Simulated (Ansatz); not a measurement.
This geometry of AlH₈N₃O (13 atoms, charge 0, multiplicity 1) is a first-order saddle point.

Method: Ansatz 0.2.0, RKS B3LYP/def2-SVP.

```xyz
13
Properties=species:S:1:pos:R:3
Al -0.021 -0.225 0.197
O 1.460 0.242 -0.979
N -1.209 -1.364 -0.522
N 0.745 -0.554 1.782
H 0.782 1.145 -1.002
N -0.426 1.582 -0.330
H 1.524 -0.193 -1.840
H -2.075 -1.108 -0.986
H -1.190 -2.369 -0.376
H 0.262 -0.873 2.615
H 1.727 -0.403 1.988
H -0.334 2.333 0.355
H -1.246 1.786 -0.901
```

Task: Which two structures does it join? (They come from a converged band through this point; their orientation in space is the band's.)

Result: Bonds broken: H5–N6. Bonds formed: O2–H5.

Image 0:

```xyz
13
Properties=species:S:1:pos:R:3
Al 0.221 -0.316 -0.096
O 1.471 -0.091 -1.299
N -1.293 -1.243 -0.472
N 0.734 -0.375 1.645
H 0.171 2.118 -0.974
N -0.397 1.630 -0.279
H 2.008 -0.841 -1.571
H -1.633 -1.374 -1.421
H -1.569 -2.056 0.073
H 0.213 -0.866 2.366
H 1.714 -0.354 1.919
H -0.255 2.063 0.636
H -1.384 1.704 -0.529
```

Image 8:

```xyz
13
Properties=species:S:1:pos:R:3
Al -0.074 -0.155 0.228
O 1.486 0.199 -1.012
N -1.145 -1.349 -0.591
N 0.749 -0.550 1.773
H 0.987 1.078 -1.115
N -0.502 1.604 -0.247
H 1.388 -0.289 -1.845
H -2.045 -1.128 -1.005
H -1.093 -2.350 -0.427
H 0.277 -0.847 2.621
H 1.726 -0.361 1.975
H -0.418 2.347 0.445
H -1.335 1.802 -0.801
```

Task: How far does it lie above each of them?

Result: 0.90 eV above the first and 0.04 eV above the second. This is the barrier of this one path; another mechanism may lie lower. The orbitals stay closed-shell, which can raise the energy where a bond breaks towards radicals; this wasn't checked here.

The run took 6 min on 2 threads of Arm Neoverse V1, on a shared host, peak memory 0.26 GiB.
